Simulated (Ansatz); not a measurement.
Consider the redistribution: `C[SiH]1NCS1` + `O[SiH2][CH2][GeH3]` → `O[SiH]1NCS1` + `C[SiH2][CH2][GeH3]`.

Calculated with Ansatz (gas phase, PBE0-D4/def2-TZVP geometries, no zero-point term in ΔE). CCSD(T)/CBS adds triple-zeta CCSD(T) − MP2 to the extrapolated MP2 energy (def2 sets, frozen cores). For Ge outer-core shells are correlated without core-valence functions, which leaves a few kJ/mol of doubt a bond. Scalar relativity is left out up to krypton. One conformer a species, not always the lowest.

```tsv
level	ΔE (eV)
SCS-MP2/def2-TZVPP	-0.27
MP2/CBS(def2)	-0.28
```

(1) What does CCSD(T)/CBS give? (Best estimate.)

Largest T1 diagnostic among the species: 0.012.

Results:

(1) Ansatz gave: -0.28 eV. The listed levels differ from it by 0.01, 0.00 eV.

In def2-TZVPP, CCSD(T) changes the Hartree–Fock value by −0.06 eV (the triples alone add −0.01 eV) and MP2 by −0.06 eV.
